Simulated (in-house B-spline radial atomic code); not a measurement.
Computed with a B-spline radial atomic code. Model: two electrons, singlet ground state, non-relativistic, full CI in B-splines with partial waves to l = 8 (at full coupling up to 3e-4 hartree above the limit, correlation up to 0.6 % small), density held at that of full coupling by Lieb maximisation.

W(λ) is the mean repulsion in the state of coupling λ less the Hartree energy of the fixed density. Its start is exact exchange, its initial slope is twice the second-order Görling-Levy correlation energy, and its area from 0 to 1 is E_xc. A straight curve means weak, dynamic correlation, and a curve that drops fast and flattens means strong correlation.

Command:
```bash
python run_ac.py task.json out
```
Settings (lengths in bohr, energies in hartree):
```
potential              dot
strength               0.219
lmax                   8
second                 0.5
```

Time taken, with all properties: 16 s on 1 thread of Intel(R) Xeon(R) Processor @ 2.30GHz, with other jobs on the host.

**W = mean repulsion less Hartree energy, and W of three functionals.**

Given: confinement charge in harmonic well; well frequency 0.219 hartree; nuclear charge 0.5; external potential omega^2 r^2/2 - Z/r.

Computed: LDA exchange minus exact 60.027 millihartree; SCAN exchange minus exact 2.1562 millihartree.

| coupling | W xc (hartree) | W xc minus exchange (millihartree) | kinetic minus Kohn-Sham (millihartree) | LDA (PW92) W minus its exchange (millihartree) | PBE W minus its exchange (millihartree) | SCAN W minus its exchange (millihartree) |
| --- | --- | --- | --- | --- | --- | --- |
| 0 | -0.40846 | 0 | 0 | 0 | 0 | 0 |
| 0.02 | -0.41031 | -1.85 | 0.02 | -9.8 | -2.46 | -1.85 |
| 0.05 | -0.413 | -4.547 | 0.11 | -19.3 | -6.07 | -4.5 |
| 0.12 | -0.41895 | -10.499 | 0.62 | -35.24 | -13.95 | -10.28 |
| 0.25 | -0.42887 | -20.418 | 2.44 | -55.93 | -26.71 | -19.8 |
| 0.4 | -0.43877 | -30.316 | 5.63 | -73.35 | -39.06 | -29.32 |
| 0.6 | -0.44991 | -41.454 | 11.17 | -91 | -52.69 | -40.15 |
| 0.8 | -0.45921 | -50.753 | 17.65 | -104.82 | -63.98 | -49.34 |
| 1 | -0.46708 | -58.627 | 24.72 | -116.14 | -73.53 | -57.26 |
| 1.4 | ? | ? | ? | ? | ? | ? |
| 2 | -0.49339 | -84.931 | 62.76 | -153.09 | -106.18 | -84.67 |
| 3 | -0.50842 | -99.964 | 99.75 | -174.63 | -125.93 | -100.89 |
| 4.5 | ? | ? | ? | ? | ? | ? |
| 7 | -0.53495 | -126.5 | 222.47 | -215.81 | -164.57 | -128.75 |
| 10 | -0.54377 | -135.32 | 296.29 | -230.93 | -178.96 | -136.92 |

Task: What belongs in the row 1.4?

Result: W xc (hartree): -0.47969; W xc minus exchange (millihartree): -71.236; kinetic minus Kohn-Sham (millihartree): 39.73; LDA (PW92) W minus its exchange (millihartree): -133.89; PBE W minus its exchange (millihartree): -88.98; SCAN W minus its exchange (millihartree): -70.21.

Task: What belongs in the row 4.5?

Result: W xc (hartree): -0.52209; W xc minus exchange (millihartree): -113.63; kinetic minus Kohn-Sham (millihartree): 150.1; LDA (PW92) W minus its exchange (millihartree): -195.16; PBE W minus its exchange (millihartree): -145.08; SCAN W minus its exchange (millihartree): -115.58.

Task: What is the PBE exchange minus exact?

Result: 15.752 millihartree.

**Energy parts, natural occupations and partial-wave weights.**

Computed: total energy 0.4452 hartree; exchange energy -0.40846 hartree; correlation energy -0.033911 hartree; kinetic part over minus potential part 0.42159; Hartree energy 0.81691 hartree; Kohn-Sham kinetic 0.39505 hartree; Lieb Oxford ratio E_xc over LDA exchange 1.2696.

| natural | occupation of the shell (electrons) |
| --- | --- |
| s | 1.9362 |
| p | 0.05253 |
| s | 0.0093237 |
| d | 0.0011272 |
| p | ? |
| f | 0.00012366 |

Task: What belongs in the row p?

Result: occupation of the shell (electrons): 0.00043505.

```tsv
wave	weight
s	0.97282
p	0.026495
d	0.00059654
f	?
g	1.5043e-05
```

Task: What belongs in the row f?

Result: weight: 6.9412e-05.

Task: What is the initial slope twice GL2?

Result: -0.093537 hartree.

Task: What is the kinetic part of the DFT correlation energy?

Result: 0.024717 hartree.

Half-way to full coupling W has made 61 % of its drop, against 50 % for a straight line, and second-order (GL2) theory, half the initial slope, overshoots the correlation energy by about 38 %: a marked bend. Over couplings 0 to 1 the errors in E_xc come to about +18 millihartree for LDA, +6.5 millihartree for PBE, +3.1 millihartree for SCAN, so SCAN is nearest. In LDA and PBE the errors of exchange and correlation have opposite signs, so the sum is smaller than the larger of the two.
